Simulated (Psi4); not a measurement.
Dimer: CO (SMILES [C-]#[O+]) (first 2 atoms) with C3H6 (SMILES C=CC); geometry from B3LYP-D3(BJ)/def2-TZVP, rigid monomers moved along the line of their centres of mass till C1···C3 is 4.80 Å.
(charge 0, multiplicity 1):
```xyz
11

C     -0.017    -0.472     0.691
O     -1.114    -0.442     0.941
C      1.749     0.194     5.105
C      0.599     0.767     5.435
C     -0.680     0.040     5.699
H      1.839    -0.882     5.008
H      2.642     0.777     4.917
H      0.558     1.850     5.518
H     -1.458     0.350     4.995
H     -0.552    -1.040     5.610
H     -1.058     0.260     6.702
```

Calculation: Psi4 with SAPT0/jun-cc-pV(D+d)Z.

Question: Give the four SAPT terms and the total, and say what mostly holds the pair together.

Answer: electrostatics -0.14, exchange 0.03, induction -0.01, dispersion -0.20, total -0.32 kcal/mol; the largest attraction is dispersion.
